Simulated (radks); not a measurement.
Results of a calculation; reference values are marked as such.
Kr+, configuration [Ar] 3d9 4s2 4p6 (not the ground configuration). Code: a radial shooting solver on a logarithmic mesh with Libxc functionals. Model: scalar-relativistic Kohn-Sham, LDA (Slater exchange, Perdew-Wang correlation), spin-polarised, spherical densities, finite nucleus; open shells are filled with parallel spins first; Fermi nuclear charge, rms radius 4.1884 fm. Some entries of the table are withheld. Estimate them.

orbital,occ.,eigenvalue (hartree),<r^2> (bohr^2),<r> (bohr)
1s up,1,-520.5301,0.002324,0.04154
1s down,1,-520.5290,0.002324,0.04154
2s up,1,-69.56708,0.03982,0.1838
2s down,1,-69.52324,0.03980,0.1837
2p up,3,-61.69073,0.03142,0.1603
2p down,3,-61.65687,0.03140,0.1602
3s up,1,-10.64305,0.3188,0.5268
3s down,1,-10.58289,0.3195,0.5274
3p up,3,-8.13077,0.3341,0.5347
3p down,3,-8.07129,0.3351,0.5355
3d up,5,-3.97200,0.3558,0.5394
3d down,4,-3.90988,0.3586,0.5413
4s up,1,-1.35824,2.494,1.479
4s down,1,-1.34912,2.512,1.484
4p up,3,(1),3.495,1.737
4p down,3,(2),3.526,1.745

Answer. 
(1) 4p up eigenvalue (hartree): -0.79401
(2) 4p down eigenvalue (hartree): -0.78795
